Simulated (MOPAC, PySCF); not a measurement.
H$_{6}$AlFSi$_{2}$, SMILES `[F][Al]([SiH3])[SiH3]`, neutral singlet in the gas phase. 

Cartesian coordinates (Å):
SMILES: [Al]([F])([SiH3])[SiH3]
```xyz
10

F      0.0594    -0.6020     2.4306
Al     0.0080    -0.1900     0.8271
Si    -2.2035    -0.1641    -0.2405
Si     2.1821     0.2916    -0.2106
H     -3.3253    -0.1883     0.7372
H     -2.3418    -1.3500    -1.1352
H     -2.3510     1.0481    -1.0959
H      2.0173     0.7609    -1.6152
H      3.0348    -0.9309    -0.2362
H      2.9181     1.3453     0.5434
```
Charge 0, spin multiplicity 1.

All levels are single points at this geometry (PBE0-D4/def2-TZVP); Pople sets use spherical d functions. Orbital energies aren't observables, and empty levels follow the basis.

```
level                            HOMO (eV)  LUMO (eV)  gap (eV)  dipole (D)  vertical IE, Delta-SCF (eV)
-------------------------------  ---------  ---------  --------  ----------  ---------------------------
B3LYP-D3(BJ)/def2-TZVP in PySCF      -7.14      -2.27      4.87        1.11                         9.14
PBE-D3(BJ)/def2-TZVP in PySCF        -6.30      -2.84      3.46        1.08                         8.92
PBE0-D4/def2-TZVP in PySCF           -7.33      -2.11      5.22        1.16                         9.16
B3LYP/6-311+G** in PySCF             -7.21      -2.29      4.92        1.32                            –
B3LYP/LANL2DZ in PySCF               -7.44      -2.20      5.24        1.73                            –
M06-2X/6-31G* in PySCF               -8.17      -1.21      6.96        1.04                            –
PBE/6-31G* in PySCF                  -6.20      -2.61      3.60        0.93                         8.89
HF/3-21G in PySCF                    -9.76       0.72     10.48        1.14                            –
HF/6-31G* in PySCF                   -9.65       0.83     10.48        1.10                         8.69
AM1 in MOPAC                         -9.34      -1.32      8.02        0.58                            –
PM3 in MOPAC                         -9.25      -2.90      6.36        1.16                            –
PM6 in MOPAC                         -9.45      -0.78      8.67        2.04                            –
PM7 in MOPAC                        -10.45      -2.02      8.43        0.12                            –
```
